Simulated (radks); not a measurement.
Species: the selenium ion Se8+. Configuration: [Ar] 3d8. All-electron calculation, scalar-relativistic Kohn-Sham, PBE, spin-polarised, spherical densities, finite nucleus; open shells are filled with parallel spins first; Fermi nuclear charge, rms radius 4.14 fm. Program: a radial shooting solver on a logarithmic mesh with Libxc functionals.

X-ray form factor f0, the Fourier transform of the density (f0(0) = 26):

sin(theta)/lambda (1/angstrom),f0 (electrons)
0.05,25.881
0.1,25.530
0.15,24.961
0.2,24.199
0.25,23.273
0.3,22.219
0.4,19.870
0.5,17.428
0.6,15.110
0.8,11.328
1,8.833
1.25,7.063
1.5,6.081
2,4.781
